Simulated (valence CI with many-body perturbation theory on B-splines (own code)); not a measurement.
Level structure of Cd17+

Level of theory: relativistic CI+MBPT: three valence electrons over a frozen Dirac-Fock core [Ar] 3d10, radial functions for each j: 11 s, 11 p, 10 d, 8 f, 5 g, 2 h, with the one-electron correlation potential Σ1 (screened to all orders), the two-electron term Σ2, the three-electron term Σ3, Breit, model QED; selected single and double excitations, second order for the rest, scaled by the run's own slope (own B-spline code, finite nucleus).

No measured spectrum was set against this ion. As an estimate, levels hold to about 250 cm⁻¹ or 0.2 % of their energy and the worst to 1 %, as in measured heavy ions of charge 2 to 7; those with d or f electrons hold less well.

Levels 181 to 187 of 187, with energies above the lowest level, 4s2 4p 2P°_1/2. "Leading %" is the weight of the configuration and term that name the level; weights of strongly mixed levels are sums over their largest components and can fall short, so below about 35 % the name and the second component can differ from the true leading terms, or belong to a minority configuration. In the jj column 3d3/2^4 stands for four electrons in 3d with j = 3/2. Lifetimes count E1, E2, E3, M1 and M2 decay at the calculated energies, and are blank where another channel may lead or the interval is too uncertain; long ones can be off by a factor of two.

| No. | Configuration | Term | J | E (cm⁻¹) | Leading % | Second component | Lifetime | Leading jj |
| --- | --- | --- | --- | --- | --- | --- | --- | --- |
| 181 | 4p2 4f | 2D° | 3/2 | 1967700 | 40 | 20 % 4p 4d2 4D° | 3.89 ps | 4p1/2 4p3/2 4f5/2 (35 %) |
| 182 | 4s 4p 5p | 4D | 7/2 | 1968000 | 99 |  | 5.70 ps | 4s 4p3/2 5p3/2 (99 %) |
| 183 | 4p 4d2 | 4S° | 3/2 | 1971300 | 69 | 14 % 4p 4d2 4P° | 3.49 ps | 4p3/2 4d3/2 4d5/2 (36 %) |
| 184 | 4p2 4f | 4F° | 7/2 | 1971800 | 22 | 16 % 4p2 4f 4D° | 4.74 ps | 4p3/2 4d3/2 4d5/2 (34 %) |
| 185 | 4p2 4f | 4F° | 9/2 | 1972600 | 46 | 18 % 4p2 4f 4G° | 6.05 ps | 4p3/2^2 4f7/2 (60 %) |
| 186 | 4s 4p 5p | 4S | 3/2 | 1974400 | 48 | 33 % 4s 4p 5p 2P | 4.43 ps | 4s 4p3/2 5p3/2 (92 %) |
| 187 | 4p 4d2 | 2D° | 3/2 | 1981700 | 36 | 19 % 4p2 4f 2D° | 5.47 ps | 4p3/2 4d3/2 4d5/2 (34 %) |

Names give the largest LS component (configuration and term), which can be under half, so a name can repeat, a term be missing and a line seem to break the LS rules; names also repeat where a configuration has a term twice.

Where two levels of one J and parity lie close, their mixing, g and order are uncertain.
